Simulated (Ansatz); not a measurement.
Start from `F[C@H]1C[Si@@H]1Cl` and change one atom or group to get `F[C@H]1C[Si@@H]1F`.

Ansatz, PBE0-D4/def2-TZVP geometries, multiplicity 1. 

| property | `F[C@H]1C[Si@@H]1Cl` |
| --- | --- |
| size of the dipole moment (ωB97M-V/def2-TZVPP) / D | 1.15 |
| LUMO energy (ωB97M-V/def2-TZVPP) / eV | 1.87 |
| size of the dipole moment (B3LYP/def2-TZVPP) / D | 1.14 |
| HOMO energy (PBE0/def2-TZVPP) / eV | -7.26 |
| HOMO–LUMO gap (PBE/def2-TZVPP) / eV | 5.05 |
| HOMO energy (ωB97M-V/def2-TZVPP) / eV | -9.43 |

(1) What does the change do to each property? (An estimate is asked.)

## Answers

(1) The calculation gave: 
```tsv
property	`F[C@H]1C[Si@@H]1F`	shift
size of the dipole moment (ωB97M-V/def2-TZVPP) / D	1.15	0.00
LUMO energy (ωB97M-V/def2-TZVPP) / eV	1.85	-0.02
size of the dipole moment (B3LYP/def2-TZVPP) / D	1.14	0.00
HOMO energy (PBE0/def2-TZVPP) / eV	-7.36	-0.10
HOMO–LUMO gap (PBE/def2-TZVPP) / eV	5.13	0.08
HOMO energy (ωB97M-V/def2-TZVPP) / eV	-9.58	-0.15
```

Dipoles are sizes alone; their direction can turn.

B3LYP here is the variant with VWN-RPA as its local correlation; programs differ in this.
